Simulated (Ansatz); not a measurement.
Start from `O[SiH]([SiH3])P` and change one atom or group to get `O[SiH](P)S`.

Ansatz, PBE0-D4/def2-TZVP geometries, multiplicity 1. Each molecule was computed in one conformer, which needn't be the lowest.

```tsv
property	`O[SiH]([SiH3])P`
LUMO energy (PBE/def2-TZVPP) / eV	-1.28
size of the dipole moment (B3LYP/def2-TZVPP) / D	0.71
HOMO energy (PBE0/def2-TZVPP) / eV	-7.26
HOMO energy (ωB97M-V/def2-TZVPP) / eV	-9.25
LUMO energy (PBE0/def2-TZVPP) / eV	-0.44
HOMO–LUMO gap (PBE0/def2-TZVPP) / eV	6.83
```

Question: Give the same properties after the change, and the shifts. (Estimate.)

Answer: The calculation gave: 
| property | `O[SiH](P)S` | shift |
| --- | --- | --- |
| LUMO energy (PBE/def2-TZVPP) / eV | -1.00 | 0.28 |
| size of the dipole moment (B3LYP/def2-TZVPP) / D | 0.46 | -0.25 |
| HOMO energy (PBE0/def2-TZVPP) / eV | -7.65 | -0.39 |
| HOMO energy (ωB97M-V/def2-TZVPP) / eV | -9.74 | -0.49 |
| LUMO energy (PBE0/def2-TZVPP) / eV | -0.12 | 0.32 |
| HOMO–LUMO gap (PBE0/def2-TZVPP) / eV | 7.53 | 0.70 |

With PBE0 the HOMO falls by 0.39 eV and the LUMO rises by 0.32 eV, so the gap widens by about 0.71 eV. PBE moves the HOMO by -0.25 eV and ωB97M-V by -0.49 eV. Dipoles are sizes alone; their direction can turn.

B3LYP here is the variant with VWN-RPA as its local correlation; programs differ in this.
